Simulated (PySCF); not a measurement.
Compound: C3H7FN2Si.
InChI=1S/C3H7FN2Si/c4-2-1-3-7(5)6/h7H,2,5-6H2

Level of theory: TDDFT CAM-B3LYP/def2-SVPD, vertical, gas phase, core orbitals frozen in the response (PySCF 2.14.0, density-fitted response routines). The structure is a single GFN2-xTB conformer in the gas phase; no vibrational or solvent corrections. Torsions of this conformer, `[NH2:1][SiH:2]([NH2:3])[C:4]#[C:5][CH2:6][F:7]`: H–N1–Si2–N3 180°, H–N1–Si2–N3 -44°, H–N3–Si2–N1 -50°, H–N3–Si2–N1 174°.

Computed states:

```json
{"state": "S1", "E (eV)": "5.67", "f": "0.0017"}
{"state": "S2", "E (eV)": "6.21", "f": "0.0025"}
{"state": "S3", "E (eV)": "6.50", "f": "0.013"}
{"state": "S4", "E (eV)": "6.58", "f": "0.016"}
{"state": "S5", "E (eV)": "6.86", "f": "0.093"}
{"state": "S6", "E (eV)": "7.10", "f": "0.0024"}
{"state": "S7", "E (eV)": "7.21", "f": "0.022"}
{"state": "S8", "E (eV)": "7.56", "f": "0.0037"}
```

Each state is given a Gaussian of 0.25 eV full width at half maximum, with ε(max) = 2.175×10⁸ f / Δν̃ (Δν̃ the width in cm⁻¹). The width is an assumption, not a result. The curve ends short of the highest state used, and states not computed would add to its high-energy end.

**Question.** What does the envelope look like, and where are its maxima?

**Answer.** 
λ (nm), ε (L mol⁻¹ cm⁻¹) and a bar:
```
    178.2       6968 #####################
    180.1       9936 ##############################
    182.1       9078 ###########################
    184.0       5801 ##################
    185.9       3567 ###########
    187.9       3110 #########
    189.8       3018 #########
    191.7       2365 #######
    193.6       1423 ####
    195.6        702 ##
    197.5        411 #
    199.4        318 #
    201.4        243 #
    203.3        152 
    205.2         74 
    207.1         29 
    209.1         17 
    211.0         30 
    212.9         65 
    214.9        119 
    216.8        166 
    218.7        184 #
    220.7        164 
    222.6        118 
    224.5         71 
    226.4         35 
    228.4         14 
    230.3          5 
    232.2          1 
    234.2          0
```

Maxima: 219 nm (5.67 eV), ε about 180, made up of S1 (100%); 189 nm (6.58 eV), ε about 3100, made up of S3 (36%) and S4 (56%) (hardly more than a shoulder); 181 nm (6.86 eV), ε about 10000, made up of S5 (99%) (ε in L mol⁻¹ cm⁻¹; maxima over ε = 5, shares over 10%).

**Question.** Coming from long wavelengths, where does ε first pass 100 L mol⁻¹ cm⁻¹?

**Answer.** At about 223 nm (5.55 eV), 0.12 eV below S1.

**Question.** On this curve, what absorbance would a 10⁻³ mol/L sample give at 222 nm over a 1 cm path?

**Answer.** 222 nm is 5.585 eV, where ε is about 130 L mol⁻¹ cm⁻¹, so A = ε c l ≈ 0.13 (Beer–Lambert, with the gas-phase spectrum and the assumed width).

**Question.** What would ε be at 6.86 eV, the highest of these maxima, with half the width (0.125 eV)?

**Answer.** About 20100 L mol⁻¹ cm⁻¹ against 10200, a factor of about 1.98; a lone state at its own centre would give exactly 2.

On one thread, Arm Neoverse V2 (shared host), this took 40 s of wall time.
